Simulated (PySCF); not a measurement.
Br3Sb, SMILES [Br][Sb+]([Br])[Br], charge +1, multiplicity 2. Atoms are numbered in the order given.

```xyz
4

Sb     0.0000     0.0000    -0.6126
Br     2.0021    -1.1559     0.2975
Br     0.0000     2.3119     0.2975
Br    -2.0021    -1.1559     0.2975
```
Charge +1, spin multiplicity 2.

Coordinates come from a B3LYP-D3(BJ)/def2-SVP optimisation. The def2 effective core potentials stand for the cores of Sb; spin–orbit coupling is left out.

All values below come from r2SCAN/def2-TZVP in PySCF.

Atomic charges (e):

```csv
atom,Mulliken,Löwdin,Mulliken spin
Sb1,0.95,(withheld),0.23
Br2,0.02,(withheld),0.26
Br3,0.02,(withheld),0.26
Br4,0.02,(withheld),0.26
```

### Question
Some entries are withheld; supply them. (The exact figures need the calculation; the answer reports its results.)

### Answer

- Sb1, Löwdin: 0.28
- Br2, Löwdin: 0.24
- Br3, Löwdin: 0.24
- Br4, Löwdin: 0.24
